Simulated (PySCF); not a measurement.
Compound: C7H8FNSi.
Bonds: C1–C2, C2–C3 (triple), C3–C4, C4–C5 (aromatic), C5–C6 (aromatic), C6–N7 (aromatic), N7–Si8, N7–C9 (aromatic), C9–F10, C4–C9 (aromatic). Hydrogens: H11, H12, H13 on C1; H14 on C5; H15 on C6; H16, H17, H18 on Si8.

The same species was optimised twice, with GFN2-xTB and with PBE0-D3(BJ)/def2-SVP (PySCF), and the same property calculations (PySCF, gas phase) were run on both structures.

```json
{"coordinate": "N7–Si8 (Å)", "GFN2-xTB": "1.756", "PBE0-D3(BJ)/def2-SVP": "1.780", "change": "+0.024"}
{"coordinate": "C9–F10 (Å)", "GFN2-xTB": "1.342", "PBE0-D3(BJ)/def2-SVP": "1.320", "change": "-0.022"}
{"coordinate": "C6–N7 (Å)", "GFN2-xTB": "1.376", "PBE0-D3(BJ)/def2-SVP": "1.393", "change": "+0.017"}
{"coordinate": "C2≡C3 (Å)", "GFN2-xTB": "1.202", "PBE0-D3(BJ)/def2-SVP": "1.215", "change": "+0.013"}
{"coordinate": "C4–C5 (Å)", "GFN2-xTB": "1.430", "PBE0-D3(BJ)/def2-SVP": "1.441", "change": "+0.011"}
{"coordinate": "C3–C4 (Å)", "GFN2-xTB": "1.407", "PBE0-D3(BJ)/def2-SVP": "1.418", "change": "+0.011"}
{"coordinate": "C5–C6 (Å)", "GFN2-xTB": "1.358", "PBE0-D3(BJ)/def2-SVP": "1.367", "change": "+0.009"}
{"coordinate": "C4–C9 (Å)", "GFN2-xTB": "1.368", "PBE0-D3(BJ)/def2-SVP": "1.377", "change": "+0.009"}
{"coordinate": "C1–C2 (Å)", "GFN2-xTB": "1.445", "PBE0-D3(BJ)/def2-SVP": "1.453", "change": "+0.008"}
{"coordinate": "N7–C9 (Å)", "GFN2-xTB": "1.360", "PBE0-D3(BJ)/def2-SVP": "1.362", "change": "+0.002"}
{"coordinate": "C6–N7–Si8 (°)", "GFN2-xTB": "129.6", "PBE0-D3(BJ)/def2-SVP": "127.4", "change": "-2.2"}
{"coordinate": "Si8–N7–C9 (°)", "GFN2-xTB": "124.3", "PBE0-D3(BJ)/def2-SVP": "126.0", "change": "+1.7"}
{"coordinate": "C3–C4–C5 (°)", "GFN2-xTB": "127.3", "PBE0-D3(BJ)/def2-SVP": "128.6", "change": "+1.3"}
{"coordinate": "C3–C4–C9 (°)", "GFN2-xTB": "128.0", "PBE0-D3(BJ)/def2-SVP": "126.8", "change": "-1.2"}
{"coordinate": "C5–C6–N7 (°)", "GFN2-xTB": "110.0", "PBE0-D3(BJ)/def2-SVP": "109.0", "change": "-1.0"}
{"coordinate": "C6–N7–C9 (°)", "GFN2-xTB": "106.1", "PBE0-D3(BJ)/def2-SVP": "106.6", "change": "+0.5"}
{"coordinate": "C4–C5–C6 (°)", "GFN2-xTB": "107.5", "PBE0-D3(BJ)/def2-SVP": "108.0", "change": "+0.5"}
{"coordinate": "C2–C3–C4 (°)", "GFN2-xTB": "179.9", "PBE0-D3(BJ)/def2-SVP": "179.4", "change": "-0.5"}
```

Rotational constants: A = 3064, B = 564.8, C = 481.1 MHz (GFN2-xTB) against A = 3054, B = 554.4, C = 473.3 MHz (PBE0-D3(BJ)/def2-SVP).

On the GFN2-xTB structure: HOMO (eV) -5.95 [PBE0/pcSseg-1]; LUMO (eV) 0.11 [PBE0/pcSseg-1]; dipole (D) 1.65 [PBE0/pcSseg-1]; GIAO shielding of C1 (ppm) 181.0 [PBE0/pcSseg-1]; GIAO shielding of C2 (ppm) 91.1 [PBE0/pcSseg-1]; GIAO shielding of C3 (ppm) 110.1 [PBE0/pcSseg-1]; GIAO shielding of C4 (ppm) 93.9 [PBE0/pcSseg-1]; GIAO shielding of C5 (ppm) 66.7 [PBE0/pcSseg-1]; GIAO shielding of C6 (ppm) 69.9 [PBE0/pcSseg-1]; GIAO shielding of N7 (ppm) 115.0 [PBE0/pcSseg-1]; GIAO shielding of Si8 (ppm) 403.7 [PBE0/pcSseg-1].

What do these properties become on the PBE0-D3(BJ)/def2-SVP structure?

```csv
property,level,on GFN2-xTB,on PBE0-D3(BJ)/def2-SVP,change
HOMO (eV),PBE0/pcSseg-1,-5.95,-5.94,+0.01
LUMO (eV),PBE0/pcSseg-1,0.11,0.14,+0.03
dipole (D),PBE0/pcSseg-1,1.65,1.55,-0.10
"energy, GFN2-xTB geometry as zero (kcal/mol)",PBE0/pcSseg-1,0.0,-1.3,-1.3
GIAO shielding of C1 (ppm),PBE0/pcSseg-1,181.0,178.7,-2.3
GIAO shielding of C2 (ppm),PBE0/pcSseg-1,91.1,90.0,-1.1
GIAO shielding of C3 (ppm),PBE0/pcSseg-1,110.1,108.8,-1.3
GIAO shielding of C4 (ppm),PBE0/pcSseg-1,93.9,92.5,-1.4
GIAO shielding of C5 (ppm),PBE0/pcSseg-1,66.7,63.4,-3.3
GIAO shielding of C6 (ppm),PBE0/pcSseg-1,69.9,67.1,-2.8
GIAO shielding of N7 (ppm),PBE0/pcSseg-1,115.0,112.5,-2.5
GIAO shielding of Si8 (ppm),PBE0/pcSseg-1,403.7,401.2,-2.5
```

The heavy atoms differ by 0.025 Å rms after alignment. Among bonds between heavy atoms N7–Si8 changes most (+0.024 Å). Changes are differences of the printed values. Neither structure is proved a minimum here.
